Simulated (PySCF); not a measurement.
These are PySCF with ωB97X-D3(BJ)/def2-TZVP // B3LYP-D3(BJ)/def2-TZVP values and carry that method's errors. Isolated molecules, 0 K electronic values unless said otherwise. One relaxed conformer stands for a flexible species; it need not be the lowest. Excitations are Tamm–Dancoff values on a coarser integration grid. The basis has no diffuse functions, so Rydberg states are missing or too high.

Reference species (SMILES): `[SiH3]CC=C=[SiH2]` (neutral, multiplicity 1).

The HOMO–LUMO gap comes out as 9.32 eV and the T1 excitation (TDA) comes out as 2.72 eV. The brightest of the four lowest singlets (TDA) is 5.36 eV.

Changed species: `CC1[Si@@H]([SiH3])C=1`.

Q: Give the shifts of the HOMO–LUMO gap, T1 excitation (TDA) and brightest of the four lowest singlets (TDA).

A: the HOMO–LUMO gap rises by 1.80 eV, to 11.12 eV; the T1 excitation (TDA) rises by 2.17 eV, to 4.89 eV; the brightest of the four lowest singlets (TDA) goes up by 1.22 eV, to 6.58 eV.
